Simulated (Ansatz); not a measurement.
`S[SiH2][GeH3]` + `[NH2][AlH2]` → `[AlH2][NH][SiH2][GeH3]` + H₂S  (ligand exchange at the Si–S bond)

Program: Ansatz. Geometries: PBE0-D4/def2-TZVP. ΔE: electronic, gas phase. CBS: MP2 limit from def2 TZ/QZ plus the TZ coupled-cluster correction, frozen cores. This one scheme is used for every species. Functionals use def2-TZVPP. B3LYP here is the variant with VWN-RPA as its local correlation; programs differ in this. HSE06 is defined as in plane-wave codes. For Ge outer-core shells are correlated without core-valence functions, which leaves a few kJ/mol of doubt a bond. Scalar relativity is left out up to krypton. One conformer a species, not always the lowest.

```csv
level,ΔE (kcal/mol),difference from CCSD(T)/CBS
LDA (SPW92),2.8,1.4
PBE-D4,3.5,2.1
revPBE-D4,3.2,1.8
BLYP-D4,1.6,0.2
r2SCAN-D4,2.5,1.1
B97M-V,2.3,0.9
PBE0-D4,3.0,1.6
B3LYP-D4,1.3,-0.1
r2SCANh-D4,2.4,1.0
r2SCAN0-D4,2.3,0.9
BHLYP-D4,0.7,-0.7
CAM-B3LYP-D4,0.7,-0.7
ωB97M-V,1.5,0.1
B2PLYP,1.5,0.1
PBE-QIDH,2.2,0.8
PBE,4.0,2.6
revPBE,4.4,3.0
r2SCAN,2.7,1.3
PBE0,3.4,2.0
B3LYP,2.0,0.6
r2SCANh,2.6,1.2
r2SCAN0,2.5,1.1
HSE06,3.4,2.0
BHLYP,1.2,-0.2
CAM-B3LYP,1.1,-0.3
LC-ωPBE,2.5,1.1
RPA@PBE/def2-TZVPP,-0.3,-1.7
HF/def2-SVP,-0.3,-1.7
CCSD/def2-SVP,-0.2,-1.6
CCSD(T)/def2-SVP,-0.1,-1.5
HF/def2-TZVPP,0.3,-1.1
MP2/def2-TZVPP,1.2,-0.2
SCS-MP2/def2-TZVPP,0.5,-0.9
CCSD/def2-TZVPP,0.4,-1.0
CCSD(T)/def2-TZVPP,0.5,-0.9
HF/def2-QZVPP,0.1,-1.3
SCS-MP2/def2-QZVPP,1.0,-0.4
HF/CBS(def2),0.1,-1.3
MP2/CBS(def2),2.0,0.6
CCSD/CBS(def2),1.2,-0.2
CCSD(T)/CBS,1.4,0
```

(1) What do rigid-rotor, harmonic-oscillator terms from PBE0-D4/def2-TZVP frequencies (298.15 K, 1 bar) make of the CCSD(T)/CBS value? (An estimate is asked.)

Largest T1 diagnostic among the species: 0.012.

Answers

(1) The calculation gave: ΔZPE = -2.0 kcal/mol, ΔH = -0.2 kcal/mol, ΔS = -4 J/(mol·K), ΔG = +0.1 kcal/mol. Modes under 50 cm⁻¹ make the entropy rough.

At CCSD(T), def2-SVP lies −1.5 kcal/mol from the extrapolated value and def2-TZVPP −0.9 kcal/mol. From BLYP to BHLYP (50 % exact exchange), in def2-TZVPP and without D4, ΔE moves by −1.3 kcal/mol. Leaving LDA and LC-ωPBE aside and taking each functional with its dispersion term where it has one, the values spread over 2.9 kcal/mol, from CAM-B3LYP-D4 to PBE-D4. LDA lies −1.2 kcal/mol from PBE without D4.
